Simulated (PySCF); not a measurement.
**Radial density of Ne (neon, neutral)**

PBE, [Ne], closed-shell 1S. All numbers are calculated (PySCF 2.14, scalar relativity by spin-free X2C-1e, in jorge-DZP-DKH).

| r (bohr) | 4πr²ρ (e/bohr) |
| --- | --- |
| 0.00228 | 0.04090 |
| 0.00384 | 0.1129 |
| 0.00645 | 0.3013 |
| 0.0109 | 0.7628 |
| 0.0183 | 1.840 |
| 0.0307 | 4.027 |
| 0.0516 | 7.497 |
| 0.0869 | 10.59 |
| 0.146 | 9.736 |
| 0.246 | 5.736 |
| 0.413 | 6.096 |
| 0.695 | 7.937 |
| 1.17 | 4.360 |
| 1.97 | 0.8384 |
| 3.31 | 0.03218 |

Densities and radii are taken from the X2C orbitals without a picture-change correction, which distorts them close to the nucleus.
